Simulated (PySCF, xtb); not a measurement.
MoO2Cl2, SMILES [O]=[Mo](=[O])([Cl])[Cl], multiplicity 1.

GFN2-xTB (xtb) at its own geometry gives an orbital gap of 3.51 eV and a dipole moment of 4.00 D.

The structure is a stationary point at PBE-D3(BJ)/def2-SVP. The multiplicity is an assumed one; no other spin state was optimised. The isomer is the one that the SMILES or the coordinates give; other isomers of the formula were not compared. The def2 effective core potentials stand for the cores of Mo; spin–orbit coupling is left out.

Task: What does PySCF with PBE/def2-TZVP give? (Estimate from the structure and the level; the computed values follow.)

Result: gap 3.72 eV (levels -8.33 and -4.61 eV), dipole 1.23 D.
